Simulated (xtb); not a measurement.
Ga(F)2(NHMe) (CH4F2GaN), SMILES C[NH][Ga]([F])[F]. All values are semi-empirical tight-binding results from xtb (GFN2-xTB unless named), good for trends rather than for accurate numbers. Geometry: GFN2-xTB. The structure was generated by enumeration; whether it is a known compound was not checked. Other conformers were not sampled.

For metal compounds this method's bond lengths and energies can be far off.

The orbital gap is 2.57 eV, the zero-point energy is 34.0 kcal/mol and the G − E(el) at 298.15 K (modified RRHO) comes out as 13.1 kcal/mol.
